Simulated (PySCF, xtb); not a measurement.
Si(Cl)2(I)(OH) (Cl2HIOSi), SMILES Cl[Si](O)(Cl)I. Other conformers were not sampled.

Harmonic wavenumbers (cm⁻¹) from GFN2-xTB (xtb 6.7.1) at its own minimum, in rising order: 102, 117, 173, 191, 194, 229, 366, 508, 535, 762, 934, 3629.

Task: What does PBE-D3(BJ)/def2-SVP (PySCF) give at its own minimum? (The exact figures need the calculation; the answer reports its results.)

Result: 93, 130, 160, 196, 206, 267, 354, 525, 590, 794, 915, 3733. Paired by order, the mean absolute difference is 28 cm⁻¹ and the zero-point energies are 11.1 and 11.4 kcal/mol.
